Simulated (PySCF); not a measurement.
H$_{5}$B$_{3}$N$_{3}$, doublet, geometry from GFN2-xTB of the parent state (the spin is typed, not shown lowest); PBE/STO-3G (PySCF).

Input for PySCF:
```python
from pyscf import gto, scf, dft

mol = gto.M(
    atom='''
B    -0.411712    1.193208   -0.107810
N    -1.445184    0.375630    0.100259
B    -0.970047   -1.012435    0.226063
N     0.419837   -1.216758    0.109937
B     1.397459   -0.226275   -0.114142
N     0.915487    1.159520   -0.238964
H    -2.434042    0.560970    0.177860
H    -1.747802   -1.855071    0.411192
H     0.749051   -2.170872    0.196144
H     2.537029   -0.432238   -0.204527
H     1.586284    1.895970   -0.399851
''',
    basis='sto-3g',
    charge=0,
    spin=1,
    verbose=4,
)

mf = dft.ROKS(mol)
mf.xc = 'pbe'
mf.kernel()
```

The log (banner, timings and long lists left out):

```
PySCF version 2.14.0

[INPUT] verbose = 4
[INPUT] num. atoms = 11
[INPUT] num. electrons = 41
[INPUT] charge = 0
[INPUT] spin (= nelec alpha-beta = 2S) = 1
[INPUT] symmetry False subgroup None
[INPUT] Mole.unit = angstrom
[INPUT] Symbol           X                Y                Z      unit          X                Y                Z       unit  Magmom
[INPUT]  1 B     -0.411712000000   1.193208000000  -0.107810000000 AA   -0.778022922197   2.254836329640  -0.203731373489 Bohr   0.0
[INPUT]  2 N     -1.445184000000   0.375630000000   0.100259000000 AA   -2.731001959603   0.709837824170   0.189462051523 Bohr   0.0
[INPUT]  3 B     -0.970047000000  -1.012435000000   0.226063000000 AA   -1.833123157956  -1.913224868924   0.427197156898 Bohr   0.0
[INPUT]  4 N      0.419837000000  -1.216758000000   0.109937000000 AA    0.793376946959  -2.299339379874   0.207750820956 Bohr   0.0
[INPUT]  5 B      1.397459000000  -0.226275000000  -0.114142000000 AA    2.640814780309  -0.427597778836  -0.215697119310 Bohr   0.0
[INPUT]  6 N      0.915487000000   1.159520000000  -0.238964000000 AA    1.730019700600   2.191175235956  -0.451576513631 Bohr   0.0
[INPUT]  7 H     -2.434042000000   0.560970000000   0.177860000000 AA   -4.599672755689   1.060079664097   0.336106688515 Bohr   0.0
[INPUT]  8 H     -1.747802000000  -1.855071000000   0.411192000000 AA   -3.302867099967  -3.505576131623   0.777040264612 Bohr   0.0
[INPUT]  9 H      0.749051000000  -2.170872000000   0.196144000000 AA    1.415501243332  -4.102353531487   0.370658440977 Bohr   0.0
[INPUT] 10 H      2.537029000000  -0.432238000000  -0.204527000000 AA    4.794289980079  -0.816811440630  -0.386500015079 Bohr   0.0
[INPUT] 11 H      1.586284000000   1.895970000000  -0.399851000000 AA    2.997642315780   3.582864040392  -0.755608880633 Bohr   0.0

nuclear repulsion = 192.00505918862
number of shells = 23
number of NR pGTOs = 105
number of NR cGTOs = 35
basis = sto-3g
ecp = {}

******** <class 'pyscf.dft.roks.ROKS'> ********
method = ROKS
initial guess = minao
damping factor = 0
level_shift factor = 0
DIIS = <class 'pyscf.scf.diis.CDIIS'>
diis_start_cycle = 1
diis_space = 8
diis_damp = 0
SCF conv_tol = 1e-09
SCF conv_tol_grad = None
SCF max_cycles = 50
direct_scf = True
direct_scf_tol = 1e-13
num. doubly occ = 20  num. singly occ = 1
XC library pyscf.dft.libxc version 7.1.2
    S. Lehtola, C. Steigemann, M. J. T. Oliveira, and M. A. L. Marques,  SoftwareX 7, 1–5 (2018)
XC functionals = pbe
    J. P. Perdew, K. Burke, and M. Ernzerhof,  Phys. Rev. Lett. 77, 3865 (1996)
    J. P. Perdew, K. Burke, and M. Ernzerhof,  Phys. Rev. Lett. 78, 1396 (1997)
    J. P. Perdew, K. Burke, and M. Ernzerhof,  Phys. Rev. Lett. 77, 3865 (1996)
    J. P. Perdew, K. Burke, and M. Ernzerhof,  Phys. Rev. Lett. 78, 1396 (1997)
radial grids:
    Treutler-Ahlrichs [JCP 102, 346 (1995); DOI:10.1063/1.469408] (M4) radial grids

becke partition: Becke, JCP 88, 2547 (1988); DOI:10.1063/1.454033
pruning grids: <function nwchem_prune>
grids dens level: 3
symmetrized grids: False
atomic radii adjust function: <function treutler_atomic_radii_adjust>
small_rho_cutoff = 0
Set gradient conv threshold to 3.16228e-05
tot grids = 132888
init E= -239.458145490126
  HOMO = -0.0725279001266722  LUMO = -0.0318937429338613  gap/eV = 1.10571
cycle= 1 E= -238.444879277701  delta_E= 1.01  |g|= 0.525  |ddm|= 3.34

WARN: HOMO 0.12660561044293 >= LUMO 0.110063669797149

cycle= 2 E= -238.278110333191  delta_E= 0.167  |g|= 0.917  |ddm|= 1.26
  HOMO = 0.083505679545204  LUMO = 0.0940021975795874  gap/eV = 0.28562
cycle= 3 E= -238.52957839289  delta_E= -0.251  |g|= 0.089  |ddm|= 0.841
  HOMO = 0.0792955503705558  LUMO = 0.081655971924977  gap/eV = 0.06423
cycle= 4 E= -238.532113193088  delta_E= -0.00253  |g|= 0.0422  |ddm|= 0.128
  HOMO = 0.0772286647706408  LUMO = 0.0802258700183039  gap/eV = 0.08156
cycle= 5 E= -238.532616803125  delta_E= -0.000504  |g|= 0.00757  |ddm|= 0.0423
  HOMO = 0.0782456092219469  LUMO = 0.0811308212217013  gap/eV = 0.07851
cycle= 6 E= -238.532629246948  delta_E= -1.24e-05  |g|= 0.00113  |ddm|= 0.0223
  HOMO = 0.0780457107754872  LUMO = 0.0811228365224754  gap/eV = 0.08373
cycle= 7 E= -238.5315495571  delta_E= 0.00108  |g|= 0.0122  |ddm|= 0.254
  HOMO = 0.0778494713280523  LUMO = 0.0811873435449483  gap/eV = 0.09083
cycle= 8 E= -238.532465163269  delta_E= -0.000916  |g|= 0.00381  |ddm|= 0.14
  HOMO = 0.0780556232876078  LUMO = 0.0810798257060232  gap/eV = 0.08229
cycle= 9 E= -238.532634568843  delta_E= -0.000169  |g|= 0.000391  |ddm|= 0.105
  HOMO = 0.0780365508681117  LUMO = 0.0810880767407588  gap/eV = 0.08304
cycle= 10 E= -238.532636200234  delta_E= -1.63e-06  |g|= 0.00016  |ddm|= 0.0126
  HOMO = 0.0780672434267963  LUMO = 0.081069540084334  gap/eV = 0.08170
cycle= 11 E= -238.532634342715  delta_E= 1.86e-06  |g|= 0.000406  |ddm|= 0.00749
  HOMO = 0.0780886015644433  LUMO = 0.0810570348327241  gap/eV = 0.08078
cycle= 12 E= -238.532635000574  delta_E= -6.58e-07  |g|= 0.000332  |ddm|= 0.00185
  HOMO = 0.0781287036002284  LUMO = 0.0810340583308579  gap/eV = 0.07906
cycle= 13 E= -238.532636360727  delta_E= -1.36e-06  |g|= 2.59e-05  |ddm|= 0.0087
  HOMO = 0.078113343595125  LUMO = 0.0810431848768626  gap/eV = 0.07973
cycle= 14 E= -238.532636361486  delta_E= -7.59e-10  |g|= 5.27e-06  |ddm|= 0.000327
  HOMO = 0.0781121533736424  LUMO = 0.0810437744637863  gap/eV = 0.07977
Extra cycle  E= -238.532636247361  delta_E= 1.14e-07  |g|= 9.62e-05  |ddm|= 0.0026
SCF not converged.
SCF energy = -238.532636247361
```

The run did not converge; its last values are not results.
